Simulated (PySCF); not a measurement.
Species: C₅H₁₀F₄Si₂.
SMILES with atom numbers: `[CH3:1][Si@@:2]1([C:3]([F:4])([F:5])[F:6])[CH2:7][CH2:8][CH2:9][Si@@H:10]1[F:11]`

NICS is the negative of the GIAO shielding at a point without a nucleus: at the ring centre (0) and 1 Å above and below it (1); zz is the component along the ring normal. Level: GIAO KT2/pcSseg-2 (PySCF, non-relativistic, gas phase) on the PBE0-D3(BJ)/def2-SVP geometry, one conformer.

Ring bond lengths (Å): Si2–C7 1.899, C7–C8 1.540, C8–C9 1.537, C9–Si10 1.888, Si10–Si2 2.341.

Q: What do the NICS probes read (ppm)?

A: 
```csv
ring,type,NICS(0),"NICS(1), two faces","NICS(1)zz, two faces",rms pucker (Å),"centre to ring atoms, mean (Å)"
Si2–C7–C8–C9–Si10,5-membered ring with 2 Si; formal bonds all single,-3.2,-3.5 / -2.4,-2.2 / 1.1,0.21,1.52
```

Q: What do they say, and how far can they be read as aromaticity?

A: 
- Si2–C7–C8–C9–Si10: mean NICS(1)zz -0.5 ppm, near zero. Si2, C7, C8, C9, Si10 have four or more neighbours, so the value isn't read as a sign of a π ring current. The two faces differ by 3.3 ppm, so no symmetry operation interchanges them.

Q: What field does 7.05 T along the ring normal induce along that normal at the first NICS(1) probe listed for ring Si2–C7–C8–C9–Si10, 1 Å off the ring?

A: NICSzz × B0 = -2.2 ppm × 7.05 T = -16 μT, against the applied field.

Q: How do the values depend on the level or the medium?

A: 
| level | NICS(0), Si2–C7–C8–C9–Si10 | mean NICS(1)zz, Si2–C7–C8–C9–Si10 |
| --- | --- | --- |
| KT2/pcSseg-2, gas | -3.2 | -0.5 |
| PBE0/pcSseg-1, gas | -3.5 | -0.6 |

The geometry is the same throughout.
